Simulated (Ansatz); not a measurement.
A nudged elastic band was laid between two geometries of CH8GeNOSb (13 atoms, charge 0, multiplicity 1).

These are results of RKS PBE/def2-SVP in Ansatz, not measurements.

* movable images: 5
* climbing image: yes
* spring: 5.0 eV/Å²
* optimiser: quadratic models (default)
* start path: through a guess of the saddle point
* force threshold: 0.03 eV/Å
* iteration limit: 60
* end points: relaxed

Initial state:

```xyz
13
Properties=species:S:1:pos:R:3
C -0.633 -1.461 1.596
Ge 0.187 -0.059 0.514
O 1.731 -0.807 -0.071
N -0.952 0.413 -0.876
Sb -0.431 1.812 -2.328
H -0.812 -2.358 0.972
H -1.595 -1.112 2.015
H 0.046 -1.741 2.424
H 0.496 1.272 1.258
H 2.225 -0.178 -0.631
H -1.388 -0.401 -1.330
H -0.156 3.065 -1.155
H 1.303 1.521 -2.373
```

Final state:

```xyz
13
Properties=species:S:1:pos:R:3
C -0.711 -0.981 1.543
Ge 0.600 -0.284 0.270
O 1.782 -1.641 0.099
N -0.058 0.103 -1.422
Sb -0.824 1.935 -2.033
H -1.146 -1.923 1.156
H -1.523 -0.245 1.704
H -0.221 -1.192 2.514
H 1.288 1.035 0.733
H 2.428 -1.424 -0.599
H -0.584 -0.666 -1.856
H -1.603 2.431 -0.541
H 0.593 2.819 -1.551
```

Problem. Which bonds break or form, and what moves?

Solution. No bond is made or broken. The dihedral O3–Ge2–N4–Sb5 goes from -62 to -155°.

Problem. Give the energies along the band, and the barrier.

Solution. It converged. The highest image is number 5 of 0 to 6, 0.172 eV above the first end and 0.136 eV above the last; the last end lies 0.036 eV above the first. The profile has 2 maxima (images 1, 5) with wells between them (image 3): this band takes more than one step, which may be the mechanism or a detour left from its start path. A vibrational analysis at the climbing image gives one clearly imaginary mode, 164i cm⁻¹: a first-order saddle point.

```
image  path coordinate (Å)  energy (eV)  dihedral O3–Ge2–N4–Sb5 (°)
    0                 0.00        0.000                         -62
    1                 1.91        0.123                         -96
    2                 3.81        0.078                         -93
    3                 5.72        0.034                        -105
    4                 7.62        0.066                        -142
    5                 9.53        0.172                        -152
    6                12.00        0.036                        -155
```

Problem. What is the geometry of the highest image?

Solution. 
```xyz
13
Properties=species:S:1:pos:R:3
C -0.688 -0.951 1.471
Ge 0.747 -0.299 0.311
O 1.820 -1.738 0.113
N 0.240 0.250 -1.387
Sb -0.243 2.244 -1.833
H -1.236 -1.771 0.967
H -1.396 -0.134 1.707
H -0.260 -1.343 2.415
H 1.522 0.918 0.904
H 2.467 -1.559 -0.595
H -0.436 -0.390 -1.826
H -1.961 1.981 -2.042
H -0.556 2.757 -0.190
```

The run took 8.4 min on 2 threads of Arm Neoverse V1, on a shared host, peak memory 0.2 GiB.
